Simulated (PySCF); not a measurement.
ReO3F, SMILES [O]=[Re](=[O])(=[O])[F], multiplicity 1. Atoms are numbered in the order given.

```xyz
5

Re     0.0000     0.0000     0.0214
O      1.3682     0.7900     0.6182
O      0.0000    -1.5799     0.6182
O     -1.3682     0.7900     0.6182
F      0.0000     0.0000    -1.8271
```
Charge 0, spin multiplicity 1.

The structure is a stationary point at PBE0-D3(BJ)/def2-SVP. The multiplicity is an assumed one; other spin states were not compared. The def2 effective core potentials stand for the cores of Re; spin–orbit coupling is left out.

The numbers are results of HF/def2-TZVP run with PySCF, not measurements.

Isolated molecule, no solvent.

- total energy = -401.72446 hartree
- point group = C3v
- highest occupied level = -14.41 eV
- lowest empty level = 0.13 eV
- orbital gap = 14.54 eV
- dipole moment = 1.33 D
- quadrupole, principal values (traceless, Buckingham form, about the centre of nuclear charge) = -0.25, -0.25, 0.49 D·Å
- mean static polarisability = 38.6 bohr³ (5.72 Å³)
- polarisability, principal values = 33.0, 41.4, 41.4 bohr³
